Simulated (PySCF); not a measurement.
Orbital picture of BePb⁻

UHF at R = 2.504 Å; Be def2-SVPD, Pb def2-SVPD with ECP60; scalar-relativistic core potentials (PySCF 2.14). State: ⁴Σ⁻ (quartet), unpaired electrons σ ↑, π ↑↑. Only the outer orbitals are listed, counted within each symmetry, core potentials removing the inner ones.

| spin | orbital | occ. | ε (eV) | on Be (%) | main shells (%) |
| --- | --- | --- | --- | --- | --- |
| α | 5σ | 1 | -12.29 | 4 | 95 Pb s |
| α | 6σ | 1 | -4.66 | 62 | 54 Be s, 33 Pb p |
| α | 7σ | 1 | -1.87 | 54 | 51 Be p, 35 Pb p, 11 Pb s |
| α | 3π | 1 | -1.85 | 14 | 86 Pb p, 14 Be p |
| α | 3π | 1 | -1.85 | 14 | 86 Pb p, 14 Be p |
| α | 4π | 0 | 4.93 | 93 | 93 Be p, 8 Pb p |
| α | 4π | 0 | 4.93 | 93 | 93 Be p, 8 Pb p |
| α | 8σ | 0 | 5.11 | 104 | 102 Be p |
| β | 5σ | 1 | -9.13 | 13 | 87 Pb s, 10 Be s |
| β | 6σ | 1 | -2.52 | 70 | 68 Be s, 22 Pb p, 9 Pb s |
| β | 7σ | 0 | 4.48 | 52 | 63 Be p, 41 Pb s, 9 Pb p |
| β | 3π | 0 | 4.59 | 98 | 98 Be p |
| β | 3π | 0 | 4.59 | 98 | 98 Be p |

Problem. Which are the highest filled and the lowest empty level, where do they sit, and how wide is the gap?

Solution. Highest filled α 3π at -1.85 eV (in %: 86 Pb p, 14 Be p); lowest empty β 7σ at 4.48 eV (in %: 63 Be p, 41 Pb s, 9 Pb p); the gap at UHF is 6.33 eV. An empty level above zero is unbound, and its energy depends on the basis.

```
bond order (Mayer)                                                                                                 : 1.26
⟨S²⟩                                                                                                               : 3.782
charge on Be (Mulliken, basis-dependent)                                                                           : -0.32
charge on Be (Löwdin, basis-dependent)                                                                             : -0.40
dipole moment (positive dipole points towards Pb; it is taken about the centre of mass and depends on that origin) : 4.45 D
polarisability along the bond                                                                                      : 253.5 bohr³
polarisability across the bond                                                                                     : 134.0 bohr³
```

Shares are Mulliken populations and can fall outside 0 to 100 %.

Spin–orbit coupling is left out, which matters for elements this heavy, above all for dissociation energies. The state is the lowest determinant that a PBE0 search found; another state may lie lower at other levels.
